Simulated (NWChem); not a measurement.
# Basis-set convergence for HBrGe

```xyz
3

Ge    -0.8333     0.8846     0.0000
H      0.2996     2.0450     0.0000
Br     0.7533    -0.8672     0.0000
```
Charge 0, spin multiplicity 1.

All runs are NWChem calculations. Structure: optimised with PBE/def2-SVP, a minimum by its harmonic frequencies.

Quantity: vertical ionisation energy at the level ΔMP2 (Δ: difference of total energies, the cation a doublet at the parent's geometry with its hole in an orbital of symmetry a' (Cs labels); it is the state that the SCF runs reached, from PBE0 orbitals for Hartree-Fock references, and need not be the lowest).

The Hamiltonian is non-relativistic. The correlated methods keep 18 core orbitals frozen. The Pople sets run with spherical d functions. The structure started from a generated list of species. The stability of the SCF solutions was not checked. Open-shell Hartree-Fock references start from PBE0 orbitals; any time given for them includes that run.

Relative cost: rough, from shared machines, SCF included, 3-21G = 1.

| basis | functions | vertical ionisation energy (eV) | relative cost |
|---|---|---|---|
| 3-21G | 46 | 8.75 | 1 |
| pcseg-1 | 59 | 9.32 | 3 |
| 6-31G* | 66 | 9.23 | 3 |
| def2-SVP | 69 | 9.27 | under 3 |
| aug-cc-pVDZ | 81 | ? | 30 |
| def2-SVPD | 87 | ? | 3 |
| cc-pVTZ | 100 | 9.48 | 70 |
| pcseg-2 | 100 | 9.48 | 10 |
| aug-cc-pVTZ | 141 | ? | 100 |
| def2-QZVP | 180 | 9.60 | 100 |

Question: What belongs in the gaps?

Answer: 
- aug-cc-pVDZ, vertical ionisation energy (eV): 9.35
- def2-SVPD, vertical ionisation energy (eV): 9.37
- aug-cc-pVTZ, vertical ionisation energy (eV): 9.52
